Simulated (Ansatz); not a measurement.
`C[O][Al]([Cl])[Cl]` and `C#[C][Al]([Cl])[Cl]` differ in one atom or group.

Ansatz, PBE0-D4/def2-TZVP geometries, multiplicity 1. Each molecule was computed in one conformer, which needn't be the lowest.

```
                                          property  `C[O][Al]([Cl])[Cl]`
    size of the dipole moment (PBE/def2-TZVPP) / D                  1.69
size of the dipole moment (ωB97M-V/def2-TZVPP) / D                  1.74
             HOMO energy (ωB97M-V/def2-TZVPP) / eV                -11.07
                 HOMO energy (PBE/def2-TZVPP) / eV                 -7.13
               LUMO energy (B3LYP/def2-TZVPP) / eV                 -1.13
           HOMO–LUMO gap (ωB97M-V/def2-TZVPP) / eV                 11.92
```

Question: Give the same properties after the change, and the shifts. (An estimate is asked.)

Answer: The calculation gave: 
| property | `C#[C][Al]([Cl])[Cl]` | shift |
| --- | --- | --- |
| size of the dipole moment (PBE/def2-TZVPP) / D | 1.75 | 0.06 |
| size of the dipole moment (ωB97M-V/def2-TZVPP) / D | 1.82 | 0.08 |
| HOMO energy (ωB97M-V/def2-TZVPP) / eV | -10.93 | 0.14 |
| HOMO energy (PBE/def2-TZVPP) / eV | -7.43 | -0.30 |
| LUMO energy (B3LYP/def2-TZVPP) / eV | -1.86 | -0.73 |
| HOMO–LUMO gap (ωB97M-V/def2-TZVPP) / eV | 11.08 | -0.84 |

The zero-point energy changes by -61.5 kJ/mol with -6 modes. Dipoles are sizes alone; their direction can turn.

B3LYP here is the variant with VWN-RPA as its local correlation; programs differ in this.
